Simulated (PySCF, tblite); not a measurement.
Isomers of C7H8NS (doublet state), one GFN2-xTB conformer each. Single-point energies are computed at B3LYP/pcH-1 (PySCF, gas phase, no added dispersion term), electronic only. GFN2-xTB treats the open shell by occupation alone, and not every SCF solution was tested for stability.

Task: Rank them by B3LYP/pcH-1 energy, lowest first (kcal/mol).
A. `[S:1]=[CH:2][CH2:3][C@H:4]1[CH:5][CH:6]=[N:7][CH:8]=[CH:9]1` (doublet state) with S1–C2–C3–C4 104°, C2–C3–C4–C5 172°
B. `[CH3:1]/[C:2]=[CH:3]\[c:4]1[n:5][c:6]([CH3:7])[cH:8][s:9]1` (doublet state) with C2–C3–C4–N5 0°
C. `[CH3:1][S:2][c:3]1[cH:4][cH:5][cH:6][cH:7][c:8]1[NH:9]` (doublet state) with C1–S2–C3–C4 0°, C7–C8–N9–H 180°
D. `[CH:1]#[C:2][C@:3]([CH3:4])([C:5]#[N:6])[CH:7][S:8][CH3:9]` (doublet state) with C2–C3–C7–S8 -156°, C3–C7–S8–C9 -158°
E. `[S:1]=[CH:2][CH2:3][C:4]1=[CH:5][CH2:6][N:7][CH:8]=[CH:9]1` (doublet state) with S1–C2–C3–C4 -110°, C2–C3–C4–C5 87°

Result: C (0.0), E (26.1), B (28.7), A (29.4), D (64.6).

As drawn, the lowest has an N–H bond, which the highest lacks; the highest has a quaternary carbon, which the lowest lacks. Neighbours under 5.0 kcal/mol apart (S=CCC1=CC[N]C=C1 and C/[C]=C\c1nc(C)cs1; C/[C]=C\c1nc(C)cs1 and S=CC[C@H]1[CH]C=NC=C1) can change places with a better method, another conformer or zero-point energy. GFN2-xTB itself gives, in the same order: 0.0, 15.3, 20.2, 18.3, 67.1. Both levels put the same isomer lowest; measured from each level's own lowest isomer, the values differ by up to 11.1 kcal/mol (S=CC[C@H]1[CH]C=NC=C1: 18.3 against 29.4).

Task: What happens when harmonic zero-point energies from GFN2-xTB frequencies are added?

Result: 
```
               SMILES  ZPE (kcal/mol)  electronic (kcal/mol)  with ZPE (kcal/mol)
       CSc1ccccc1[NH]            81.0                    0.0                  0.0
     S=CCC1=CC[N]C=C1            80.5                   26.1                 25.6
   C/[C]=C\c1nc(C)cs1            79.7                   28.7                 27.4
S=CC[C@H]1[CH]C=NC=C1            80.7                   29.4                 29.1
C#C[C@](C)(C#N)[CH]SC            77.4                   64.6                 61.0
```

The zero-point energies span 3.6 kcal/mol. The order is unchanged.
